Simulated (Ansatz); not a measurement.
`[SiH3]O[SiH2]S`. Charge 0, multiplicity 1. Geometry: relaxed with PBE0-D4/def2-TZVP. It is one conformer, not always the lowest.

```xyz
10

Si   -0.197   -0.703    1.579
O     0.395    0.461    0.584
Si    0.182    1.075   -0.912
S    -0.529   -0.376   -2.303
H     0.380   -0.473    2.925
H     0.200   -2.047    1.088
H    -1.679   -0.624    1.648
H    -0.873    2.115   -0.900
H     1.486    1.620   -1.349
H     0.634   -1.048   -2.360
```

What is the dipole moment at r2SCAN/def2-TZVPP? (Estimate.)

The calculation gave: 0.70 D, with components (0.63, -0.19, 0.24) D in this frame, pointing from negative to positive charge.

And with PBE, B3LYP, ωB97M-V? (Best estimate.)

The calculation gave: PBE 0.65 D, B3LYP 0.65 D, ωB97M-V 0.66 D.

Give the Mulliken charges with r2SCAN, ωB97M-V, B3LYP in def2-TZVPP. (Best estimate.)

The calculation gave: 
```json
{"atom": "Si1", "r2SCAN": "0.44", "ωB97M-V": "0.30", "B3LYP": "0.41"}
{"atom": "O2", "r2SCAN": "-0.43", "ωB97M-V": "-0.40", "B3LYP": "-0.40"}
{"atom": "Si3", "r2SCAN": "0.51", "ωB97M-V": "0.37", "B3LYP": "0.48"}
{"atom": "S4", "r2SCAN": "-0.27", "ωB97M-V": "-0.25", "B3LYP": "-0.27"}
{"atom": "H5", "r2SCAN": "-0.07", "ωB97M-V": "-0.03", "B3LYP": "-0.07"}
{"atom": "H6", "r2SCAN": "-0.08", "ωB97M-V": "-0.03", "B3LYP": "-0.07"}
{"atom": "H7", "r2SCAN": "-0.07", "ωB97M-V": "-0.03", "B3LYP": "-0.07"}
{"atom": "H8", "r2SCAN": "-0.08", "ωB97M-V": "-0.03", "B3LYP": "-0.07"}
{"atom": "H9", "r2SCAN": "-0.07", "ωB97M-V": "-0.02", "B3LYP": "-0.06"}
{"atom": "H10", "r2SCAN": "0.11", "ωB97M-V": "0.12", "B3LYP": "0.11"}
```

B3LYP here is the variant with VWN-RPA as its local correlation; programs differ in this.

Program: Ansatz 0.2.0.
